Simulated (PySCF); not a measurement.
Here is a job for PySCF.
```python
from pyscf import gto, scf, mcscf
import numpy

mol = gto.M(
    atom='''
Si    2.208981   -0.251512   -0.092994
F     2.786468    1.068145    0.602359
Ge   -0.199825   -0.061797   -0.034921
Cl   -1.094343   -0.102782    1.922003
Cl   -1.036434    1.678596   -0.983954
Cl   -1.101620   -1.725385   -1.071989
H     2.651783   -1.356950    0.737768
H     2.689423   -0.214953   -1.462646
''',
    basis='sto-3g',
    charge=0,
    spin=0,
    verbose=4,
)

mf = scf.RHF(mol)
mf.kernel()
mc = mcscf.CASSCF(mf, 8, 6)
mc.fix_spin_(ss=0.0)
mc.kernel()
occ = numpy.linalg.eigvalsh(mc.fcisolver.make_rdm1(mc.ci, mc.ncas, mc.nelecas))[::-1]
ss = mc.fcisolver.spin_square(mc.ci, mc.ncas, mc.nelecas)[0]
print('natural occupations', occ.round(4), ' <S^2>', round(ss, 4))
```

Question: What does this run give for the total energy, number of basis functions, natural occupations of the active orbitals, SCF-reference Mulliken (on the basis functions themselves) charges in atom order, SCF-reference dipole moment, nuclear repulsion energy?

Answer: 
- total energy = -3800.5472 Eh
- number of basis functions = 61
- natural occupations of the active orbitals = 1.98, 1.98, 1.98, 0.02, 0.02, 0.01, 0.00, 0.00
- SCF-reference Mulliken (on the basis functions themselves) charges in atom order = Si1 0.78, F2 -0.31, Ge3 0.77, Cl4 -0.33, Cl5 -0.33, Cl6 -0.34, H7 -0.12, H8 -0.12
- SCF-reference dipole moment = 4.71 D
- nuclear repulsion energy = 912.1050 Eh

Question: Roughly what does it cost on one core?

Answer: roughly 25 core-seconds.
